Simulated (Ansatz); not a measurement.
C$_{3}$H$_{7}$AlSn, relaxed with RKS PBE0-D4/def2-TZVP in Ansatz from a PBE-D4/def2-SVP geometry. The force threshold is 0.005 eV/Å; the program also tests the step.

Total charge 0; spin multiplicity 1. Sn takes the def2 core potential. The bonds changed during the relaxation, so this is another structure than the one it started from.

Start:

```xyz
12

Al    1.190    1.275    0.211
C     0.122    1.376   -1.757
C    -0.274    0.328   -0.939
C    -0.200   -0.345    0.151
Sn   -0.974   -2.015    1.215
H     0.684    2.460    1.149
H     2.689    0.784   -0.025
H     0.769    1.161   -2.625
H    -0.540    2.254   -1.856
H    -1.662   -1.409    2.673
H     0.355   -3.055    1.556
H    -2.160   -2.813    0.248
```

By how much does the energy fall, and how many steps does the optimiser take? (An estimate is asked.)

Ansatz gave: 0.06 eV, in 8 steps, 1 of them rejected.

Which bonds change most? (Estimate.)

Computed: Al1–C2 from 2.240 to 2.210 Å; C4–Sn5 from 2.127 to 2.100 Å; Al1–C3 from 2.088 to 2.063 Å; C3–C4 from 1.283 to 1.259 Å.

Give the relaxed structure. (An estimate is asked.)

Ansatz gave: 
```xyz
12

Al    1.183    1.277    0.197
C     0.117    1.355   -1.737
C    -0.267    0.322   -0.917
C    -0.197   -0.342    0.151
Sn   -0.964   -1.992    1.199
H     0.690    2.445    1.143
H     2.672    0.789   -0.016
H     0.749    1.134   -2.591
H    -0.542    2.212   -1.836
H    -1.649   -1.400    2.639
H     0.343   -3.028    1.532
H    -2.135   -2.770    0.237
```
